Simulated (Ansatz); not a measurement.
Ansatz (a program for electronic structure) input:
A basis named .json is the Basis Set Exchange file of that set.

Ansatz 0.2 input:
```yaml
crystal:
  periodic: [false, false, false]
  atoms:
    - {symbol: B, position_ang: [-0.16197475, 0.57262412, 0.57731798]}
    - {symbol: Cl, position_ang: [0.86030661, -0.48016525, -0.39900935]}
    - {symbol: O, position_ang: [-1.48664439, 0.65267873, 0.50510400]}
    - {symbol: H, position_ang: [-1.92218354, 0.07825887, -0.14426301]}
basis:
  gaussian:
    orbitals: cc-pV_T+d_Z.json
magnetization: {spin_polarized: true, initial_magnetization: 1}
correlation: {method: ccsd_t, electrons: outside_noble_gas}
```

Q: What final total energy does it print?

A: -560.26801 Eh (CCSD(T)/cc-pV(T+d)Z). The basis has 113 functions.

It need not be the lowest isomer of its formula.
